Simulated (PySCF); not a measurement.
# Os²⁺ (osmium, charge +2) across methods

[Xe] 4f14 5d5 6p1, high-spin 7P determinant (an excited configuration). All numbers are calculated (PySCF 2.14, scalar relativity through the core potential, in aug-cc-pVTZ-PP with ECP60MDF). The B2PLYP total includes its PT2 part (frozen core); its orbital energies are those of the SCF part.

```tsv
method	E (hartree)	mean ε 5p β (eV)	mean ε 5d α (eV)	mean ε 6p α (eV)	Σ⟨r²⟩ (bohr²)	⟨S²⟩
PBEsol	-89.4521	-69.917	-27.956	-16.112	38.33	12.000
B97-3	-89.5688	-72.802	-29.658	-16.630	38.32	12.000
B2PLYP	-89.3690	-74.730	-31.321	-17.159	38.56	12.001
LDA	-89.3624	-70.021	-28.020	-16.259	38.44	12.000
PBE0	-89.5659	-72.439	-29.786	-16.724	38.35	12.001
PBE	-89.5906	-70.034	-27.991	-16.089	38.34	12.001
CAM-B3LYP	-89.5058	-73.984	-30.994	-17.698	38.40	12.000
r2SCAN	-89.6197	-70.742	-28.496	-16.173	38.20	12.001
```

Q: Estimate the same row for UHF.

A: E (hartree) = -88.99322; mean ε 5p β (eV) = -78.279; mean ε 5d α (eV) = -34.446; mean ε 6p α (eV) = -18.251; Σ⟨r²⟩ (bohr²) = 38.84; ⟨S²⟩ = 12.002.

Energies and moments cover only the electrons outside the core potential. Spin-orbit coupling, absent here, splits the open shell strongly.
